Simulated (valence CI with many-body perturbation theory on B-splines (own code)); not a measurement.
## E1 line list for Pt45+

Calculated by relativistic CI+MBPT: five valence electrons over a frozen Dirac-Fock core [Ar] 3d10, radial functions for each j: 9 s, 9 p, 8 d, 6 f, 3 g, 1 h, with the one-electron correlation potential Σ1, the two-electron term Σ2, the three-electron term Σ3, Breit, model QED; selected CI, second order for the rest (own B-spline code, finite nucleus).

The last digits are not significant, and no measured levels were compared; by estimate large intervals hold to a few tenths of a per cent, small ones and those within an open d or f shell to about a per cent. Among the levels kept, up to 360 cm⁻¹ of a level comes from second order outside the variational space, and about a tenth of that is noise between levels of different J, which matters for small intervals.

Lines 101 to 150 of 215 in falling wavelength, among levels below 3661.3 × 10³ cm⁻¹, chosen from the strongest by gf and those to the six lowest levels. Wavelengths and rates use the calculated energies. Electric multipoles are in the length gauge, E1 and E2 with the static RPA response of the core. Weak lines are less certain than strong ones. Lines between different terms over intervals too small for the method are left out, as are lines whose strength nearly cancels. The highest levels of a list are the least certain.

Levels are named by their leading jj configuration (3d3/2^4 stands for four electrons in 3d with j = 3/2), which in mixed levels can hold well under half, so a name can repeat and another be missing. Letters in brackets count levels of one name in rising energy.

| λ vac (Å) | Upper | Lower | A (s⁻¹) | log gf | Branch % |
| --- | --- | --- | --- | --- | --- |
| 72.91 | (4s 4p1/2^2 4p3/2 4d3/2) J=1/2 [b] | (4s 4p1/2^2 4p3/2^2) J=3/2 | 1.50e+10 | -1.62 | 2.1 |
| 72.05 | (4s 4p1/2^2 4p3/2 4d3/2) J=1/2 [b] | (4s 4p1/2^2 4p3/2^2) J=1/2 | 1.34e+10 | -1.68 | 1.9 |
| 71.84 | (4s 4p1/2^2 4p3/2 4d3/2) J=5/2 [b] | (4s 4p1/2^2 4p3/2^2) J=3/2 | 1.67e+09 | -2.11 | 0.2 |
| 70.84 | (4s^2 4p3/2^2 4d3/2) J=1/2 | (4s^2 4p3/2^3) J=3/2 | 5.75e+09 | -2.06 | 0.3 |
| 69.86 | (4s^2 4p1/2 4p3/2 4d3/2) J=3/2 [b] | (4s^2 4p1/2 4p3/2^2) J=1/2 | 1.02e+09 | -2.53 | 0.0 |
| 69.46 | (4s^2 4p1/2 4p3/2 4d3/2) J=1/2 [b] | (4s^2 4p1/2 4p3/2^2) J=1/2 | 8.60e+07 | -3.91 | 0.0 |
| 69.39 | (4s 4p1/2^2 4p3/2 4d3/2) J=3/2 [b] | (4s 4p1/2^2 4p3/2^2) J=5/2 | 8.39e+09 | -1.62 | 2.1 |
| 67.88 | (4s 4p1/2^2 4p3/2 4d5/2) J=5/2 [a] | (4s 4p1/2^2 4p3/2^2) J=3/2 | 1.51e+09 | -2.20 | 0.4 |
| 67.62 | (4s^2 4p1/2 4p3/2 4d3/2) J=5/2 [b] | (4s^2 4p1/2 4p3/2^2) J=5/2 | 2.96e+09 | -1.91 | 0.1 |
| 67.06 | (4s^2 4p1/2 4p3/2 4d3/2) J=3/2 [b] | (4s^2 4p1/2 4p3/2^2) J=5/2 | 1.08e+09 | -2.54 | 0.0 |
| 66.93 | (4s^2 4p1/2 4p3/2 4d5/2) J=3/2 [a] | (4s^2 4p1/2 4p3/2^2) J=1/2 | 1.21e+09 | -2.49 | 1.0 |
| 66.70 | (4s^2 4p1/2^2 4f5/2) J=5/2 | (4s^2 4p1/2^2 4d5/2) J=5/2 | 8.75e+09 | -1.46 | 9.1 |
| 65.90 | (4s 4p1/2^2 4p3/2 4d5/2) J=3/2 [a] | (4s 4p1/2^2 4p3/2^2) J=3/2 | 5.25e+10 | -0.86 | 20.2 |
| 65.82 | (4s^2 4p1/2 4p3/2 4d5/2) J=7/2 [a] | (4s^2 4p1/2 4p3/2^2) J=5/2 | 9.38e+08 | -2.31 | 99.0 |
| 65.52 | (4s^2 4p1/2 4p3/2 4d3/2) J=5/2 [b] | (4s^2 4p1/2 4p3/2^2) J=3/2 | 3.22e+09 | -1.91 | 0.2 |
| 65.40 | (4s 4p1/2^2 4p3/2 4d3/2) J=5/2 [b] | (4s 4p1/2^2 4p3/2^2) J=5/2 | 2.60e+09 | -2.00 | 0.2 |
| 65.20 | (4s 4p1/2^2 4p3/2 4d5/2) J=3/2 [a] | (4s 4p1/2^2 4p3/2^2) J=1/2 | 1.62e+10 | -1.39 | 6.2 |
| 64.99 | (4s^2 4p1/2 4p3/2 4d3/2) J=3/2 [b] | (4s^2 4p1/2 4p3/2^2) J=3/2 | 8.65e+07 | -3.66 | 0.0 |
| 64.64 | (4s^2 4p1/2 4p3/2 4d3/2) J=1/2 [b] | (4s^2 4p1/2 4p3/2^2) J=3/2 | 1.24e+10 | -1.81 | 0.6 |
| 64.54 | (4s^2 4p3/2^2 4d5/2) J=1/2 | (4s^2 4p3/2^3) J=3/2 | 5.44e+10 | -1.17 | 80.8 |
| 64.35 | (4s^2 4p1/2 4p3/2 4d5/2) J=3/2 [a] | (4s^2 4p1/2 4p3/2^2) J=5/2 | 1.14e+10 | -1.55 | 9.7 |
| 64.26 | (4s 4p1/2^2 4p3/2 4d3/2) J=7/2 | (4s^2 4p1/2^2 4d5/2) J=5/2 | 4.44e+10 | -0.66 | 79.6 |
| 64.16 | (4s 4p1/2^2 4p3/2 4d3/2) J=5/2 [a] | (4s^2 4p1/2^2 4d5/2) J=5/2 | 8.26e+08 | -2.51 | 1.5 |
| 64.04 | (4s 4p1/2^2 4p3/2 4d3/2) J=3/2 [a] | (4s^2 4p1/2^2 4d5/2) J=5/2 | 1.54e+09 | -2.42 | 1.9 |
| 63.39 | (4s^2 4p1/2 4p3/2 4d5/2) J=5/2 [a] | (4s^2 4p1/2 4p3/2^2) J=5/2 | 8.82e+10 | -0.50 | 55.9 |
| 62.44 | (4s^2 4p1/2 4p3/2 4d5/2) J=3/2 [a] | (4s^2 4p1/2 4p3/2^2) J=3/2 | 1.01e+11 | -0.63 | 86.1 |
| 62.10 | (4s 4p1/2^2 4p3/2 4d5/2) J=5/2 [a] | (4s 4p1/2^2 4p3/2^2) J=5/2 | 1.53e+11 | -0.28 | 43.6 |
| 61.70 | (4s 4p1/2^2 4p3/2 4d5/2) J=1/2 | (4s 4p1/2^2 4p3/2^2) J=3/2 | 3.49e+10 | -1.40 | 8.1 |
| 61.66 | (4s^2 4p1/2^2 4d5/2) J=5/2 | (4s^2 4p1/2^2 4p3/2) J=3/2 | 2.10e+11 | -0.14 | 99.7 |
| 61.54 | (4s^2 4p1/2 4p3/2 4d5/2) J=5/2 [a] | (4s^2 4p1/2 4p3/2^2) J=3/2 | 2.87e+10 | -1.01 | 18.2 |
| 61.18 | (4s^2 4p1/2^2 4f7/2) J=7/2 | (4s^2 4p1/2^2 4d5/2) J=5/2 | 1.34e+11 | -0.22 | 91.1 |
| 61.08 | (4s 4p1/2^2 4p3/2 4d5/2) J=1/2 | (4s 4p1/2^2 4p3/2^2) J=1/2 | 3.54e+11 | -0.40 | 81.9 |
| 60.82 | (4s 4p1/2^2 4p3/2 4d5/2) J=3/2 [b] | (4s 4p1/2^2 4p3/2^2) J=3/2 | 4.49e+10 | -1.00 | 5.5 |
| 60.62 | (4s^2 4p1/2 4p3/2 4d5/2) J=3/2 [b] | (4s^2 4p1/2 4p3/2^2) J=1/2 | 2.84e+11 | -0.20 | 69.3 |
| 60.45 | (4s 4p1/2^2 4p3/2 4d5/2) J=3/2 [a] | (4s 4p1/2^2 4p3/2^2) J=5/2 | 4.57e+10 | -1.00 | 17.6 |
| 60.23 | (4s 4p1/2^2 4p3/2 4d5/2) J=3/2 [b] | (4s 4p1/2^2 4p3/2^2) J=1/2 | 2.68e+11 | -0.23 | 32.6 |
| 60.22 | (4s^2 4p1/2 4p3/2 4d5/2) J=1/2 | (4s^2 4p1/2 4p3/2^2) J=1/2 | 3.78e+11 | -0.39 | 71.1 |
| 60.07 | (4s 4p1/2^2 4p3/2 4d5/2) J=5/2 [b] | (4s 4p1/2^2 4p3/2^2) J=3/2 | 5.49e+11 | 0.25 | 54.2 |
| 59.97 | (4s 4p1/2^2 4p3/2 4d5/2) J=7/2 [a] | (4s 4p1/2^2 4p3/2^2) J=5/2 | 2.64e+11 | 0.06 | 72.2 |
| 59.80 | (4s 4p1/2^2 4p3/2 4d3/2) J=3/2 [b] | (4s^2 4p1/2^2 4d5/2) J=5/2 | 7.78e+09 | -1.78 | 2.0 |
| 59.22 | (4s^2 4p1/2 4p3/2 4d5/2) J=5/2 [b] | (4s^2 4p1/2 4p3/2^2) J=5/2 | 9.12e+10 | -0.54 | 9.3 |
| 59.20 | (4s^2 4p1/2 4p3/2 4d5/2) J=7/2 [b] | (4s^2 4p1/2 4p3/2^2) J=5/2 | 6.01e+11 | 0.40 | 100.0 |
| 58.49 | (4s^2 4p1/2 4p3/2 4d5/2) J=3/2 [b] | (4s^2 4p1/2 4p3/2^2) J=5/2 | 9.07e+10 | -0.73 | 22.2 |
| 57.83 | (4s 4p1/2^2 4p3/2 4d5/2) J=7/2 [b] | (4s 4p1/2^2 4p3/2^2) J=5/2 | 3.93e+11 | 0.20 | 46.9 |
| 57.60 | (4s^2 4p1/2 4p3/2 4d5/2) J=5/2 [b] | (4s^2 4p1/2 4p3/2^2) J=3/2 | 8.25e+11 | 0.39 | 84.1 |
| 56.92 | (4s^2 4p1/2 4p3/2 4d5/2) J=3/2 [b] | (4s^2 4p1/2 4p3/2^2) J=3/2 | 8.71e+09 | -1.77 | 2.1 |
| 56.81 | (4s 4p1/2^2 4p3/2 4d3/2) J=5/2 [b] | (4s^2 4p1/2^2 4d5/2) J=5/2 | 2.51e+09 | -2.14 | 0.2 |
| 56.71 | (4s^2 4p1/2^2 4f5/2) J=5/2 | (4s^2 4p1/2^2 4d3/2) J=3/2 | 8.13e+10 | -0.63 | 84.4 |
| 56.57 | (4s^2 4p1/2 4p3/2 4d5/2) J=1/2 | (4s^2 4p1/2 4p3/2^2) J=3/2 | 1.37e+11 | -0.88 | 25.7 |
| 56.15 | (4s 4p1/2^2 4p3/2 4d5/2) J=3/2 [b] | (4s 4p1/2^2 4p3/2^2) J=5/2 | 6.76e+10 | -0.89 | 8.2 |
